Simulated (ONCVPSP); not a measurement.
## Plane-wave convergence, ONCV potential for mercury (Hg)

Hg, optimised norm-conserving Vanderbilt (ONCV), made with ONCVPSP 4.0.1 (PBEsol, scalar-relativistic). Core [Kr] 4d10 4f14, reference 5s2 5p6 5d10 6s1.75 (charge +0.25). Waves: 5s+6s: rc 1.55 bohr, ncon 4, nbas 8, qcut 7.4 1/bohr, 2 projectors; 5p: rc 1.60 bohr, ncon 4, nbas 8, qcut 8.5 1/bohr, 2 projectors, debl 2.6 Ha; 5d: rc 1.60 bohr, ncon 4, nbas 9, qcut 10.8 1/bohr, 2 projectors, debl 1.3 Ha. Local part: polynomial inside 1.15 bohr (lpopt 2, dvloc0 4 Ha). Core correction: Teter function, fcfact 2.25, rcfact 1.6.

**Question.** For each optimised wave give the share of its norm inside rc, the residual kinetic energy above qcut (Ha) and the cutoffs (Ha) for errors of 10, 1, 0.1 and 0.01 mHa per electron.

**Answer.**

```json
{"wave": "5s", "norm inside rc": "0.973", "residual KE": "2.7e-05", "10 mHa": "15.9", "1 mHa": "21.4", "0.1 mHa": "25.3", "0.01 mHa": "50.1"}
{"wave": "6s", "norm inside rc": "0.091", "residual KE": "5.0e-05", "10 mHa": "13.6", "1 mHa": "21.2", "0.1 mHa": "26.1", "0.01 mHa": "57.4"}
{"wave": "5p", "norm inside rc": "0.930", "residual KE": "1.5e-06", "10 mHa": "12.4", "1 mHa": "16.6", "0.1 mHa": "27.7", "0.01 mHa": "32.4"}
{"wave": "p projector 2", "norm inside rc": "0.062", "residual KE": "2.7e-06", "10 mHa": "10.3", "1 mHa": "14.2", "0.1 mHa": "27.4", "0.01 mHa": "33.1"}
{"wave": "5d", "norm inside rc": "0.647", "residual KE": "3.8e-09", "10 mHa": "17.5", "1 mHa": "22.2", "0.1 mHa": "26.2", "0.01 mHa": "30.9"}
{"wave": "d projector 2", "norm inside rc": "0.131", "residual KE": "2.2e-09", "10 mHa": "16.1", "1 mHa": "21.1", "0.1 mHa": "25.2", "0.01 mHa": "31.6"}
```

The occupied waves need 22 Ha and 28 Ha for 1 and 0.1 mHa.
